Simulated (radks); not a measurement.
Values are calculated unless marked as measured or tabulated.
Task: These are the eigenvalues of the occupied orbitals of an atom or ion with whole-number occupations (eV). Level of theory: Dirac Kohn-Sham, PBE, spin-unpolarised, spherical densities, point nucleus (a radial shooting solver on a logarithmic mesh with Libxc functionals).

| orbital | eigenvalue |
|---|---|
| 1s1/2 | -529.4422 |
| 2s1/2 | -85.4640 |
| 3d3/2 | -21.4516 |
| 3d5/2 | -21.4492 |

Which element is it, and in what charge state? The configuration may be excited. Open shells, if any, are shared by 2j + 1.

Result: Z = 7, nitrogen, charge +3: N3+ in 1s1 2s2 3d1. The list shows which subshells hold electrons but not how many an open one holds; the 1s level, -19.457 hartree, gives Z - s = 6.2 by -(Z - s)^2/2, which with screening and relativity narrows Z to a few neighbours, and the depths of the outer levels then fix element, charge and occupations together.
